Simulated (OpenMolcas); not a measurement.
## Tm3+ in Cs2NaYF6: curves along the breathing mode

Tm3+ with its 6 nearest fluoride ions, on the Y site of Cs2NaYF6 (a = 9.075 Å, distance in the model lattice 2.178 Å). The rest of the host is ab initio model potentials to 7.6 Å, with orthogonalisation functions on the cations behind the ligands, and point charges beyond; the distance is set by hand and nothing relaxes. Ligand basis ANO-RCC-VDZP.

```yaml
Program: OpenMolcas
Method: CASSCF
Basis: ANO-RCC-VDZP [7s6p4d2f1g]
Scalar_Hamiltonian: DKH2, point nucleus
Active_space: 12 electrons in 7 orbitals (4f)
State_averaging: 2S+1 = 3 even, 21 roots; 2S+1 = 1 even, 27 roots kept (CI in the orbitals of an earlier block)
Spin-orbit_coupling: RASSI with atomic mean-field integrals over the reference wave functions
```

Spin-free energies (labels of O, the rotations of Oh) in cm-1 above the lowest fitted minimum, as all ligands move together:

| R (Å) | 3T1 | 3E | 3T2 | 3T1(2) | 3A2 | 3T2(2) | 3T1(3) |
| --- | --- | --- | --- | --- | --- | --- | --- |
| 2.042 | 5280 | 5510 | 5760 | 6220 | 13520 | 13550 | 13790 |
| 2.09 | 1410 | 1600 | 1820 | 2220 | 9600 | 9640 | 9840 |
| 2.138 | 30 | 190 | 390 | 720 | 8180 | 8210 | 8380 |
| 2.186 | 720 | 860 | 1030 | 1320 | 8840 | 8870 | 9010 |
| 2.234 | 3160 | 3270 | 3430 | 3680 | 11260 | 11280 | 11400 |
| 2.282 | 7090 | 7190 | 7330 | 7550 | 15170 | 15190 | 15290 |
| 2.33 | 12330 | 12410 | 12540 | 12730 | 20380 | 20400 | 20500 |

Cubic fits give the following; the wavenumber is harmonic, with the mass of all moving ligands, small differences in it between states hang on the degree of the fit, a number in brackets counts states of one label, and the table is a selection of at most 14 states with clean curves.

| State | R0 (Å) | Breathing mode (cm-1) | Minimum (cm-1) |
| --- | --- | --- | --- |
| 3T1 | 2.146 | 512 | 0 |
| 3E | 2.146 | 513 | 150 |
| 3T2 | 2.147 | 513 | 340 |
| 3T1(2) | 2.148 | 513 | 670 |
| 3A2 | 2.146 | 513 | 8150 |
| 3T2(2) | 2.147 | 513 | 8170 |
| 3T1(3) | 2.147 | 513 | 8340 |
| 1T2 | 2.145 | 512 | 8730 |
| 1E | 2.147 | 513 | 9520 |
| 1T1 | 2.148 | 513 | 9580 |
| 1A1 | 2.148 | 513 | 9660 |
| 1E(2) | 2.145 | 512 | 27870 |
| 1T2(2) | 2.147 | 513 | 28370 |
| 1E(3) | 2.145 | 512 | 33750 |

For an f ion spin-orbit coupling outweighs the ligand field, so these spin-free curves are not those of observable levels.

Without dynamic correlation the ligand-field splitting of an f shell can come out too small, at times by half. No measured value stands beside these numbers.
